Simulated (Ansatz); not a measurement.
```yaml
atoms:
  - { symbol: Li, position_ang: [1.1049, 0.0007, 0.0007] }
  - { symbol: Li, position_ang: [-1.1042, 0.0009, -0.0001] }
  - { symbol: F, position_ang: [0.0009, 1.2928, -0.0001] }
  - { symbol: F, position_ang: [-0.0006, -1.2933, -0.0003] }
```

RHF-MP2 on singlet Li2F2 was run in several spherical basis sets with Ansatz (development build ahead of 0.2.0). Frozen core: 2 orbitals.

(1) Rank the basis sets by the total energy that they give, lowest first, with the distance from the lowest.
A. cc-pVTZ
B. 6-31G(d)
C. cc-pVDZ
D. def2-TZVP

Answers

(1) D (0.00 eV), A (0.88 eV), C (7.10 eV), B (8.48 eV).

Totals follow the description of the cores as much as that of the bonds, so this order isn't one of quality for chemistry.
